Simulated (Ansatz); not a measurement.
```yaml
crystal:
  periodic: [false, false, false]
  atoms:
    - {symbol: B, position_ang: [-1.088618, 0.030966, -0.477535]}
    - {symbol: O, position_ang: [-0.755936, 0.194188, 0.865089]}
    - {symbol: Si, position_ang: [0.821830, -0.039834, 0.342443]}
    - {symbol: O, position_ang: [0.101803, -0.188694, -1.166429]}
    - {symbol: H, position_ang: [-2.180108, 0.071427, -0.945986]}
    - {symbol: H, position_ang: [1.460780, -1.274080, 0.844825]}
    - {symbol: H, position_ang: [1.701648, 1.138126, 0.491893]}
basis:
  gaussian: {orbitals: def2-SVPD}
hamiltonian: {xc: {name: HF}}
correlation: {method: mp2, frozen_orbitals: {B: 0}}
output: {forces: true}
```

```sh
$ ansatz run in.yaml --threads 2 --pin off --events-out ev --progress --plain --max-ram 4352MiB
```

Shortened log:

```
Functional definition: HF
Error: "frozen_orbitals" has no count for O
```

Something in this input is off. What?

Frozen orbitals are typed for one element alone, and the program wants a count for each. The program refused the input.
